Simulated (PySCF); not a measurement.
Species: C4H6O2SSi.
Cartesian coordinates in Å at the GFN2-xTB level; atoms count from 1:
```
atom  x, y, z in Å
O1     1.7399    1.0940   -0.3357
C2     2.4706    0.1297   -0.2117
O3     2.1699   -1.1110    0.0098
C4     0.8633   -1.5745    0.1496
C5    -0.2259   -0.8113    0.0752
Si6   -0.5435    1.0385   -0.2088
C7    -2.3742    0.3900   -0.0035
S8    -1.8728   -1.3514    0.2423
H9     3.5651    0.2360   -0.2852
H10    0.8692   -2.6409    0.3249
H11   -0.2855    1.9153    0.9243
H12   -0.4199    1.5001   -1.5837
H13   -2.9273    0.7293    0.8677
H14   -3.0295    0.4558   -0.8673
```

Probes without a nucleus sit at each ring's centroid and 1 Å off its mean plane on both sides; NICS is minus the shielding there, NICSzz its component along the normal. Level: GIAO PBE0/pcSseg-1 (PySCF, non-relativistic, gas phase) on the GFN2-xTB geometry, one conformer.

Ring bond lengths (Å), with Mayer bond orders in brackets: C5–Si6 1.898 (0.76), Si6–C7 1.953 (0.76), C7–S8 1.829 (0.98), S8–C5 1.741 (1.08).

Task: What do the NICS probes read (ppm)?

Result: 
```
        ring                                                    type  NICS(0)  NICS(1), two faces  NICS(1)zz, two faces  rms pucker (Å)  centre to ring atoms, mean (Å)
C5–Si6–C7–S8  4-membered ring with S and Si; formal bonds all single     -2.4         -1.2 / -1.2             3.9 / 3.9            0.00                            1.31
```

Task: What do they say, and how far can they be read as aromaticity?

Result: 
- C5–Si6–C7–S8: mean NICS(1)zz 3.9 ppm, deshielded. Si6, C7 have four or more neighbours, and the NICS criterion for π rings isn't applied.

Task: How shielded are the nuclei of the rings and their hydrogens (means over atoms taken as equivalent)?

Result: 
```
   atoms                      environment  σ isotropic (ppm)  principal values of the symmetric part, first atom (ppm)
      C5  fully substituted alkene carbon               31.4                                        -51.5, 25.4, 120.3
     Si6                     SiH2 silicon              424.5                                       397.6, 427.5, 448.2
      C7       sp3 carbon bound to sulfur              162.0                                       132.8, 160.7, 192.5
      S8                   sulfide sulfur              450.9                                       332.0, 374.0, 646.7
H11 (×2)                    Si–H hydrogen              26.25                                          22.3, 26.1, 30.3
H13 (×2)               methylene hydrogen              29.36                                          25.4, 27.2, 35.5
```

The run took 38 s wall on one thread, Intel Xeon (x86_64), no GPU, shared host, and the process peaked at 0.83 GiB of memory. This is the whole shielding run at PBE0/pcSseg-1, SCF included.
